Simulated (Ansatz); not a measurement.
Results of the Gaussian-basis code of Ansatz.

A structure relaxed at PBE0-D4/def2-TZVP, charge 0, multiplicity 1:

```xyz
9

F    -1.354    1.210   -1.550
Si   -1.463    0.501   -0.122
O    -0.007    0.395    0.565
Ge    1.509   -0.486    0.242
H    -2.325    1.346    0.730
H    -2.039   -0.842   -0.373
H     1.157   -1.785   -0.502
H     2.121   -0.765    1.619
H     2.401    0.427   -0.608
```

(1) Give its formula and SMILES.

(2) Summarise the bond lengths by kind.

Answers

(1) FGeH5OSi, `F[SiH2][O][GeH3]`.

(2) 1 × F–Si 1.598 Å; 1 × O–Si 1.614 Å; 2 × H–Si 1.477 to 1.483 Å; 1 × Ge–O 1.783 Å; 3 × Ge–H 1.532 to 1.537 Å.
